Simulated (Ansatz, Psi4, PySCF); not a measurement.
lithium hydride (HLi), singlet, geometry from GFN2-xTB (such geometries of metal compounds can be far from the true shape). Base run: PySCF with WB97M-V/6-311G**.

Input for PySCF:
```python
from pyscf import gto, scf, dft

mol = gto.M(
    atom='''
Li   -0.000000   -0.000000   -0.343562
H     0.000000    0.000000    1.030685
''',
    basis='6-311g**',
    charge=0,
    spin=0,
    verbose=4,
)

mf = dft.RKS(mol)
mf.xc = 'wb97m_v'
mf.kernel()
```

The same geometry, method and basis name were run in Ansatz (a first-principles code) and Psi4 and PySCF, at each program's defaults and at the settings that a row names. The base is PySCF at its defaults. Differences at the defaults can come from grids, fitting, cores and function types together.

```csv
code and settings,ΔE vs base (mEh),basis functions,E (Eh),SCF cycles,dipole (D)
"PySCF, defaults (exact integrals, its default grid, spherical functions)",0.000,24,-8.05392,8,5.33
"Psi4, defaults (density fitting with its default set, its default grid, spherical functions)",0.004,24,-8.05392,7,5.33
"Ansatz, defaults (factorised integrals, its default grid, spherical functions)",-0.003,24,-8.05393,-,-
"PySCF, density fitting with def2-universal-jkfit",-0.012,24,-8.05394,8,5.33
"PySCF, fine grid",-0.003,24,-8.05393,8,5.33
"Psi4, exact integrals, spherical functions, fine grid",-0.002,24,-8.05393,9,5.33
"Ansatz, high accuracy",-0.002,24,-8.05393,-,-
```
